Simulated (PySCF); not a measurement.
# Finite-field polarisability of Be (beryllium, neutral)

[He] 2s2, closed-shell 1S. Computed with PySCF 2.14 in dyall-av3z, with scalar relativity by spin-free X2C-1e. Frozen: 1s2. Energy changes in a uniform field (μhartree):

```
axis  F (au)        HF       MP2      CCSD   CCSD(T)
   x  0.0021  -100.574   -93.451   -83.438   -83.438
   x  0.0042  -402.622  -374.117  -334.044  -334.044
```

(1) Derive α along x at CCSD(T) from the two fields.

(2) And the mean polarisability at each level?

Results:

(1) With ΔE = −αF²/2 − γF⁴/24, α = −(16 ΔE(F) − ΔE(2F))/(6F²) = 37.83 bohr³.

(2) HF 45.60, MP2 42.37, CCSD 37.83, CCSD(T) 37.83 bohr³. Reference: 37.74 ± 0.03 bohr³ (recommended; Schwerdtfeger and Nagle, table of static dipole polarizabilities (2023 update)).
